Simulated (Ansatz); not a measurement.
Correlation energies of BH7OSSi2 by basis set

Cartesian coordinates in Å:
```
B -0.375 -0.974 -1.168
Si -0.628 -0.569 0.781
O 0.608 -1.172 1.719
Si -0.018 1.596 0.078
S 1.057 0.416 -1.499
H 0.025 -2.038 -1.557
H -1.292 -0.511 -1.805
H -1.918 -0.691 1.522
H 0.597 -0.953 2.652
H 0.944 2.573 0.666
H -0.996 2.355 -0.745
H 1.996 -0.033 -0.644
```

Charge 0, multiplicity 1. The bonds changed during the relaxation, so this is another structure than the one it started from. The geometry is a stationary point of PBE0-D4/def2-TZVP. It is one conformer, not always the lowest. Frozen core, restricted reference, Ansatz. CBS rows extrapolate triple and quadruple zeta; past MP2 they add the triple-zeta difference.

```tsv
basis	HF (Eh)	MP2 corr.	CCSD corr.	(T)	CCSD(T) total
def2-TZVPP	?	-0.78949	?	-0.03622	?
def2-QZVPP	-1079.15977	-0.85081	–	–	–
CBS(def2)	?	-0.89624	?	as TZ	?
```

Task: Fill in the withheld values. (Estimate.)

Result: The calculation gave: def2-TZVPP HF (Eh): -1079.12597; def2-TZVPP CCSD corr.: -0.84997; def2-TZVPP CCSD(T) total: -1080.01216; CBS(def2) HF (Eh): -1079.16443; CBS(def2) CCSD corr.: -0.95672; CBS(def2) CCSD(T) total: -1080.15737.
